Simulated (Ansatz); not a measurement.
Calculated with Ansatz (gas phase, PBE0-D4/def2-TZVP geometries, no zero-point term in ΔE). CCSD(T)/CBS is the MP2 limit (def2-TZVPP, def2-QZVPP) plus CCSD(T) − MP2 in def2-TZVPP, frozen cores. DFT in def2-TZVPP. Elements past krypton have def2 core potentials. For Ge, Sn outer-core shells are correlated without core-valence functions, which leaves a few kJ/mol of doubt a bond. Scalar relativity is left out up to krypton. Each species was taken in one conformer, which may not be the lowest.

Consider the redistribution: `C[O][Ge][OH]` + `C[N](C)[Sn][F]` → `C[O][Ge][F]` + `C[N](C)[Sn][OH]`.

```csv
species,PBE-D4 energy (Eh)
`C[O][Ge][OH]`,-2267.57089
`C[N](C)[Sn][F]`,-448.60900
`C[O][Ge][F]`,-2291.59840
`C[N](C)[Sn][OH]`,-424.57537
```

(1) Work out ΔE.

Largest T1 diagnostic among the species: 0.017.

## Answers

(1) ΔE = (-2291.59840) + (-424.57537) − (-2267.57089) − (-448.60900) = 0.00612 Eh = +16.1 kJ/mol. CCSD(T)/CBS gives +17.4 kJ/mol.
